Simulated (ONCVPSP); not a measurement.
mercury: variants of one ONCV potential

Base potential:

| Property | Result |
| --- | --- |
| Element | mercury |
| Generator | ONCVPSP 4.0.1 |
| Type | optimised norm-conserving Vanderbilt (ONCV) |
| Functional | LDA (Perdew-Wang 92) |
| Relativity | scalar-relativistic |
| Frozen core | [Kr] 4d10 4f14 |
| Valence charge | 20 |
| Reference configuration | 5s2 5p6 5d10 6s1.75 6p0.25 |
| Partial waves | 5s+6s: rc 1.35 bohr, ncon 3, nbas 7, qcut 6.7 1/bohr, 2 projectors; 5p+6p: rc 1.90 bohr, ncon 4, nbas 7, qcut 6.9 1/bohr, 2 projectors; 5d: rc 1.25 bohr, ncon 3, nbas 7, qcut 8.2 1/bohr, 1 projector |
| Local potential | polynomial inside 0.95 bohr (lpopt 5, dvloc0 0 Ha) |
| Core correction | Teter function, fcfact 2, rcfact 1.5 |

Cutoffs, loose and tight: the cutoffs (Ha) at which the residual kinetic energy of the hardest occupied pseudo-wave falls to 1 and 0.1 mHa per electron. They do not see the model core or the augmentation charge, which bear on the density cutoff. Test errors are all-electron minus pseudo excitation energies from the reference, over the configurations 5s2 5p6 5d10 6s2 6p0; 5s2 5p6 5d10 6s1 6p0; 5s2 5p6 5d10 6s0 6p0; 5s2 5p6 5d9 6s2 6p1. A dash means not determined; rows that change the core or the reference have their own tests. The largest error is taken over the tests solved by every variant that gives reliable tests at all: 5s2 5p6 5d10 6s1 6p0; 5s2 5p6 5d10 6s2 6p0; 5s2 5p6 5d9 6s2 6p1.

A true bound ghost makes a file unfit for plane-wave use even where its test errors are small: the radial tests pick states by their node count and pass the ghost by.

```tsv
change	outcome	cutoff, loose	cutoff, tight	bound ghosts	GHOST(+) flags above zero	largest test error (meV)
base	generated	22 Ha	77 Ha	none	s	-4.0
all radii but the core radius scaled by about 0.77 (s 1.04, p 1.46, d 0.96 bohr); local potential polynomial inside 0.74 bohr (lpopt 5, dvloc0 0 Ha)	generated	–	–	s	p	-3.2
all radii but the core radius scaled by about 0.82 (s 1.12, p 1.56, d 1.02 bohr); local potential polynomial inside 0.78 bohr (lpopt 5, dvloc0 0 Ha)	generated	–	–	s	p	-3.6
all radii but the core radius scaled by about 0.95 (s 1.28, p 1.80, d 1.18 bohr); local potential polynomial inside 0.90 bohr (lpopt 5, dvloc0 0 Ha)	generated	30 Ha	106 Ha	none	p	4 of 4 tests not solved or not reliable
all radii but the core radius scaled by about 1.15 (s 1.56, p 2.18, d 1.44 bohr); local potential polynomial inside 1.10 bohr (lpopt 5, dvloc0 0 Ha)	generated	22 Ha	26 Ha	none	s	-4.3
all radii but the core radius scaled by about 1.19 (s 1.60, p 2.26, d 1.48 bohr); local potential polynomial inside 1.14 bohr (lpopt 5, dvloc0 0 Ha)	generated	22 Ha	27 Ha	none	none	-4.3
all radii but the core radius scaled by about 1.31 (s 1.76, p 2.48, d 1.64 bohr); local potential polynomial inside 1.24 bohr (lpopt 5, dvloc0 0 Ha)	generated	22 Ha	26 Ha	none	s	-4.6
```

What comes out with this change to the base: all radii but the core radius scaled by about 1.28 (s 1.72, p 2.42, d 1.60 bohr); local potential polynomial inside 1.22 bohr (lpopt 5, dvloc0 0 Ha)?

outcome: generated; cutoff, loose: 22 Ha; cutoff, tight: 27 Ha; bound ghosts: p; GHOST(+) flags above zero: s; largest test error (meV): -4.4.

What comes out with this change to the base: all radii but the core radius scaled by about 0.92 (s 1.24, p 1.74, d 1.14 bohr); local potential polynomial inside 0.88 bohr (lpopt 5, dvloc0 0 Ha)?

outcome: generated; cutoff, loose: 50 Ha; cutoff, tight: 125 Ha; bound ghosts: s; GHOST(+) flags above zero: p; largest test error (meV): -3.7.

What comes out with this change to the base: all radii but the core radius scaled by about 1.06 (s 1.44, p 2.02, d 1.32 bohr); local potential polynomial inside 1.00 bohr (lpopt 5, dvloc0 0 Ha)?

outcome: generated; cutoff, loose: 22 Ha; cutoff, tight: 34 Ha; bound ghosts: none; GHOST(+) flags above zero: s; largest test error (meV): -4.1.

Reading the sweep of the scale of all radii but the core radius (base = 1) (base included, trends over the rows without a ghost): The loose cutoff is not monotonic: lowest 22 Ha at 1, highest 30 Ha at 0.95. Bound ghosts are found at 0.77, 0.82, 0.92, 1.28.
